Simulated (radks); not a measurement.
Effect of the nuclear size on neutral scandium, [Ar] 3d1 4s2. Calculated with a radial shooting solver on a logarithmic mesh with Libxc functionals: Dirac Kohn-Sham, PBE, spin-unpolarised, spherical densities, finite nucleus; open shells are shared between the two j in proportion to 2j + 1; Fermi nuclear charge, rms radius 3.5459 fm. The rms radius is varied about that value; shifts are against it.

\begin{tabular}{lrrrr}
rms radius (fm) & total energy shift (eV) & density at nucleus (e/bohr^3) & 1s1/2 shift (meV) & 2s1/2 shift (meV) \\ \hline
2.9254 & -0.0124 & 7302 & -5.24 & -0.425 \\
3.3615 & -0.00393 & 7273 & -1.66 & -0.135 \\
3.5459 & 0 & 7262 & 0.000 & 0.000 \\
3.7728 & 0.00512 & 7249 & 2.16 & 0.175 \\
3.9324 & 0.00890 & 7241 & 3.76 & 0.305 \\
\end{tabular}

Slopes of the eigenvalues against <r^2> in GHz/fm^2, as finite differences over the two radii next to the reference (eigenvalue slopes, not the field-shift constants of lines): 1s1/2 315, 2s1/2 25.5.
